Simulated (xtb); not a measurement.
I, charge +2, doublet (a state made from the parent by changing its charge; the spin is typed, not shown lowest); GFN0-xTB run with xtb 6.7.1.

Here is a job for xtb.
```
$ xtb mol.xyz --gfn 0 --chrg 2 --uhf 1 --json

# file mol.xyz
1

I      0.00000000     0.00000000     0.00000000
```

Output, abridged:

```
   ID    Z sym.   atoms
    1   53 I      1

           -------------------------------------------------
          |                Calculation Setup                |
           -------------------------------------------------

           -------------------------------------------------
          |                 G F N 0 - x T B                 |
           -------------------------------------------------

          ...................................................
          :                      SETUP                      :
          :.................................................:
          :  # basis functions                  10          :
          :  # atomic orbitals                   9          :
          :  # shells                            3          :
          :  # electrons                         5          :
          :  electronic temp.          300.0000000     K    :
          :  accuracy                    1.0000000          :
          :  -> integral cutoff          0.2500000E+02      :
          :  -> integral neglect         0.1000000E-07      :
          ...................................................

         :::::::::::::::::::::::::::::::::::::::::::::::::::::
         ::                     SUMMARY                     ::
         :::::::::::::::::::::::::::::::::::::::::::::::::::::
         :: total energy               2.235149502190 Eh    ::
         :: gradient norm              0.000000000000 Eh/a0 ::
         :: HOMO-LUMO gap              0.000000000000 eV    ::
         ::.................................................::
         :: H0 energy                 -2.581450152515 Eh    ::
         :: repulsion energy           0.000000000000 Eh    ::
         :: electrostat energy         4.816599654705 Eh    ::
         :: -> Gsolv                   0.000000000000 Eh    ::
         ::    -> Gsasa                0.000000000000 Eh    ::
         ::    -> Gshift               0.000000000000 Eh    ::
         :: dispersion energy          0.000000000000 Eh    ::
         :: short-range corr.          0.000000000000 Eh    ::
         :: add. restraining           0.000000000000 Eh    ::
         :: total charge               2.000000000000 e     ::
         :::::::::::::::::::::::::::::::::::::::::::::::::::::

           -------------------------------------------------
          |                Property Printout                |
           -------------------------------------------------

    * Orbital Energies and Occupations

         #    Occupation            Energy/Eh            Energy/eV
      -------------------------------------------------------------
         1        2.0000           -0.6524237             -17.7534
         2        1.0000           -0.4243248             -11.5465
         3        1.0000           -0.4243248             -11.5465 (HOMO)
         4        1.0000           -0.4243248             -11.5465 (LUMO)
         5                         -0.0369636              -1.0058
         6                         -0.0369636              -1.0058
         7                         -0.0369636              -1.0058
         8                         -0.0369636              -1.0058
         9                         -0.0369636              -1.0058
      -------------------------------------------------------------
                  HL-Gap            0.0000000 Eh            0.0000 eV
             Fermi-level            0.0000000 Eh            0.0000 eV

     #   Z          covCN         q      C6AA      α(0)
     1  53 I        0.000     2.000   242.881    26.960

 Mol. C6AA /au·bohr⁶  :        242.881081
 Mol. C8AA /au·bohr⁸  :      22308.507443
 Mol. α(0) /au        :         26.959824

Wiberg/Mayer (AO) data.
largest (>0.10) Wiberg bond orders for each atom

 ---------------------------------------------------------------------------
     #   Z sym  total        # sym  WBO       # sym  WBO       # sym  WBO
 ---------------------------------------------------------------------------
     1  53 I    0.000
 ---------------------------------------------------------------------------

 dipole moment from electron density (au)
     X       Y       Z
   0.0000   0.0000   0.0000  total (Debye):    0.000

           -------------------------------------------------
          | TOTAL ENERGY                2.235149502190 Eh   |
          | GRADIENT NORM               0.000000000000 Eh/α |
          | HOMO-LUMO GAP               0.000000000000 eV   |
           -------------------------------------------------

normal termination of xtb
```
